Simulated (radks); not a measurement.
Spherical quantum dot in the effective-mass picture: electrons in a well V = -V0 / (1 + exp((r - R)/a)) with V0 = 3.33, R = 7.26, a = 0.25, all in effective atomic units (hartree* = m*/eps^2 hartree, bohr* = eps/m* bohr), one dielectric constant everywhere. Method: non-relativistic Kohn-Sham, LDA (Slater exchange, Perdew-Wang correlation), spin-polarised, spherical densities; computed with a radial shooting solver with Libxc functionals. Levels are named by radial order and angular momentum (1s, 1p, 1d, 2s, ...), and open shells are averaged over m. Results are scaled to m* = 0.169 and eps = 13.4, for which hartree* = 25.61 meV and bohr* = 4.196 nm.

N = 9, configuration 1s2 1p6 1d(up 1, down 0). This is the lowest configuration that the search found. Occupied and some empty levels:

| level | occupation | eigenvalue (meV) | <r> (nm) |
|---|---|---|---|
| 1s up | 1 | -45.159 | 20.59 |
| 1s down | 1 | -44.948 | 20.54 |
| 1p up | 3 | -43.892 | 21.42 |
| 1p down | 3 | -43.671 | 21.40 |
| 1d up | 1 | -41.709 | 22.18 |
| 1d down | 0 | -41.482 | 22.17 |
| 1f up | 0 | -38.745 | 22.83 |
| 1f down | 0 | -38.515 | 22.83 |
| 2s up | 0 | -36.495 | 14.44 |
| 2s down | 0 | -36.402 | 14.42 |
| 2p up | 0 | -32.681 | 16.82 |
| 2p down | 0 | -32.557 | 16.80 |

Energy (meV): total -568.955, kinetic 40.801, external -755.40, Hartree 186.83, exchange-correlation -41.191.

Electron density:

| r (nm) | n(r) (e/nm^3) |
|---|---|
| 0.871 | 8.910e-06 |
| 3.06 | 0.00001111 |
| 5.24 | 0.00001614 |
| 7.43 | 0.00002479 |
| 9.62 | 0.00003810 |
| 11.8 | 0.00005684 |
| 14.0 | 0.00008085 |
| 16.2 | 0.0001076 |
| 18.4 | 0.0001311 |
| 20.6 | 0.0001412 |
| 22.7 | 0.0001282 |
| 24.9 | 0.00009070 |
| 27.1 | 0.00004371 |
| 29.3 | 0.00001140 |
| 31.5 | 1.402e-06 |
| 33.7 | 1.152e-07 |
| 35.9 | 8.931e-09 |
| 38.1 | 7.035e-10 |
| 40.2 | 5.650e-11 |
